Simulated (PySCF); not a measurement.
HZn (SMILES [ZnH+]), charge +1, singlet, at a GFN2-xTB geometry (such geometries of metal compounds can be far from the true shape); HF/6-31G (PySCF).

PySCF was given this input:
```python
from pyscf import gto, scf

mol = gto.Mole()
mol.atom = '''
    Zn   -0.00000000   -0.00000000   -0.04856787
    H     0.00000000    0.00000000    1.45703598
'''
mol.basis = '6-31g'
mol.charge = 1
mol.verbose = 4
mol.symmetry = True
mol.build()

mf = scf.RHF(mol)
mf.kernel()
mf.analyze()
```

Task: What does PySCF print? Leave out banner, timings and long lists.

Result: 
```
PySCF version 2.14.0

[INPUT] verbose = 4
[INPUT] num. atoms = 2
[INPUT] num. electrons = 30
[INPUT] charge = 1
[INPUT] spin (= nelec alpha-beta = 2S) = 0
[INPUT] symmetry True subgroup None
[INPUT] Mole.unit = angstrom
[INPUT] Symbol           X                Y                Z      unit          X                Y                Z       unit  Magmom
[INPUT]  1 Zn     0.000000000000   0.000000000000  -0.048567870000 AA    0.000000000000   0.000000000000  -0.091779972753 Bohr   0.0
[INPUT]  2 H      0.000000000000   0.000000000000   1.457035980000 AA    0.000000000000   0.000000000000   2.753398955837 Bohr   0.0

nuclear repulsion = 10.5441523197487
point group symmetry = Coov
symmetry origin: [ 0.00000000e+00  0.00000000e+00 -7.31506887e-09]
symmetry axis x: [1. 0. 0.]
symmetry axis y: [0. 1. 0.]
symmetry axis z: [0. 0. 1.]
num. orbitals of irrep A1 = 13
num. orbitals of irrep E1x = 6
num. orbitals of irrep E1y = 6
num. orbitals of irrep E2x = 2
num. orbitals of irrep E2y = 2
number of shells = 13
number of NR pGTOs = 94
number of NR cGTOs = 29
basis = 6-31g
ecp = {}

******** <class 'pyscf.scf.hf_symm.SymAdaptedRHF'> ********
method = SymAdaptedRHF
initial guess = minao
damping factor = 0
level_shift factor = 0
DIIS = <class 'pyscf.scf.diis.CDIIS'>
diis_start_cycle = 1
diis_space = 8
diis_damp = 0
SCF conv_tol = 1e-09
SCF conv_tol_grad = None
SCF max_cycles = 50
direct_scf = True
direct_scf_tol = 1e-13
Freeze 0 electrons in irreps []
    30 free electrons in irreps A1 E1x E1y E2x E2y
Set gradient conv threshold to 3.16228e-05
Initial guess from minao.
init E= -1777.54941092945
HOMO (A1) = -0.453985331282853  LUMO (A1) = -0.0897901578261009  gap/eV = 9.91026
cycle= 1 E= -1777.7264569798  delta_E= -0.177  |g|= 0.153  |ddm|= 1.02
HOMO (A1) = -0.70754001627691  LUMO (A1) = -0.259538684457214  gap/eV = 12.19074
cycle= 2 E= -1777.74644404733  delta_E= -0.02  |g|= 0.0541  |ddm|= 0.31
HOMO (A1) = -0.686591995807671  LUMO (A1) = -0.254138435262361  gap/eV = 11.76766
cycle= 3 E= -1777.74768798788  delta_E= -0.00124  |g|= 0.0288  |ddm|= 0.0808
HOMO (A1) = -0.680347059250373  LUMO (A1) = -0.251744075380395  gap/eV = 11.66288
cycle= 4 E= -1777.74795807355  delta_E= -0.00027  |g|= 0.00704  |ddm|= 0.0324
HOMO (A1) = -0.680648993318767  LUMO (A1) = -0.251598103760746  gap/eV = 11.67507
cycle= 5 E= -1777.74799761052  delta_E= -3.95e-05  |g|= 0.00161  |ddm|= 0.0137
HOMO (A1) = -0.680475006088003  LUMO (A1) = -0.25175942218516  gap/eV = 11.66595
cycle= 6 E= -1777.74800055496  delta_E= -2.94e-06  |g|= 0.0003  |ddm|= 0.0048
HOMO (A1) = -0.680471643518768  LUMO (A1) = -0.251756317173303  gap/eV = 11.66594
cycle= 7 E= -1777.74800062957  delta_E= -7.46e-08  |g|= 5.33e-05  |ddm|= 0.000839
HOMO (A1) = -0.680462061067496  LUMO (A1) = -0.251754475700634  gap/eV = 11.66573
cycle= 8 E= -1777.7480006318  delta_E= -2.23e-09  |g|= 5.39e-06  |ddm|= 0.000127
HOMO (A1) = -0.68046145701432  LUMO (A1) = -0.251754321575996  gap/eV = 11.66572
cycle= 9 E= -1777.74800063181  delta_E= -1.48e-11  |g|= 1.19e-06  |ddm|= 1.2e-05
HOMO (A1) = -0.680461561496451  LUMO (A1) = -0.251754402753141  gap/eV = 11.66572
Extra cycle  E= -1777.74800063182  delta_E= -2.5e-12  |g|= 5.02e-07  |ddm|= 1.72e-06
converged SCF energy = -1777.74800063182
**** SCF Summaries ****
Total Energy =                       -1777.748000631816467
Nuclear Repulsion Energy =              10.544152319748651
One-electron Energy =                -2495.262638085225717
Two-electron Energy =                  706.970485133660532
Two-electron Coulomb Energy =          776.817680814182381
DFT Exchange-Correlation Energy =      -69.847195680521850
HOMO-LUMO gap [eV] =                    11.665715986101620
Wave-function symmetry id = 0
occupancy for each irrep:     A1  E1x  E1y  E2x  E2y
                               7    3    3    1    1
**** MO energy ****
MO #1 (A1 #1), energy= -353.617276187099 occ= 2
MO #2 (A1 #2), energy= -44.6928729349958 occ= 2
MO #3 (E1x #1), energy= -39.2603847464312 occ= 2
MO #4 (E1y #1), energy= -39.2603847464312 occ= 2
MO #5 (A1 #3), energy= -39.2588535175707 occ= 2
MO #6 (A1 #4), energy= -5.95912598004971 occ= 2
MO #7 (A1 #5), energy= -4.16542551783774 occ= 2
MO #8 (E1x #2), energy= -4.16382133727183 occ= 2
MO #9 (E1y #2), energy= -4.16382133727183 occ= 2
MO #10 (A1 #6), energy= -1.08830241927116 occ= 2
MO #11 (E1x #3), energy= -1.08769463301128 occ= 2
MO #12 (E1y #3), energy= -1.08769463301128 occ= 2
MO #13 (E2x #1), energy= -1.08735888798289 occ= 2
MO #14 (E2y #1), energy= -1.08735888798289 occ= 2
MO #15 (A1 #7), energy= -0.680461561496451 occ= 2
MO #16 (A1 #8), energy= -0.251754402753141 occ= 0
MO #17 (E1x #4), energy= -0.150526996848722 occ= 0
MO #18 (E1y #4), energy= -0.150526996848722 occ= 0
MO #19 (A1 #9), energy= -0.0148591233960564 occ= 0
MO #20 (A1 #10), energy= 0.0106001396242115 occ= 0
MO #21 (E1x #5), energy= 0.106023229297742 occ= 0
MO #22 (E1y #5), energy= 0.106023229297742 occ= 0
MO #23 (A1 #11), energy= 0.160744733239621 occ= 0
 ** Mulliken pop on meta-lowdin orthogonal AOs  **
 ** Mulliken pop  **
pop of  0 Zn 1s           2.00000
pop of  0 Zn 2s           1.99999
pop of  0 Zn 3s           1.99991
pop of  0 Zn 4s           0.79230
pop of  0 Zn 5s           0.01152
pop of  0 Zn 2px          2.00000
pop of  0 Zn 2py          2.00000
pop of  0 Zn 2pz          2.00000
pop of  0 Zn 3px          1.99998
pop of  0 Zn 3py          1.99998
pop of  0 Zn 3pz          1.99994
pop of  0 Zn 4px          0.00004
pop of  0 Zn 4py          0.00004
pop of  0 Zn 4pz          0.02659
pop of  0 Zn 5px          0.00006
pop of  0 Zn 5py          0.00006
pop of  0 Zn 5pz          0.00706
pop of  0 Zn 3dxy         1.99978
pop of  0 Zn 3dyz         1.99973
pop of  0 Zn 3dz^2        1.97792
pop of  0 Zn 3dxz         1.99973
pop of  0 Zn 3dx2-y2      1.99978
pop of  0 Zn 4dxy         0.00022
pop of  0 Zn 4dyz         0.00018
pop of  0 Zn 4dz^2        0.00007
pop of  0 Zn 4dxz         0.00018
pop of  0 Zn 4dx2-y2      0.00022
pop of  1 H 1s            1.18323
pop of  1 H 2s            0.00146
 ** Mulliken atomic charges  **
charge of    0Zn =      1.18469
charge of    1H =     -0.18469

WARN: System has nonzero charge 1; the dipole moment is origin-dependent.
Location of origin: [0. 0. 0.]

Dipole moment(X, Y, Z, Debye):  0.00000,  0.00000, -2.91239
```
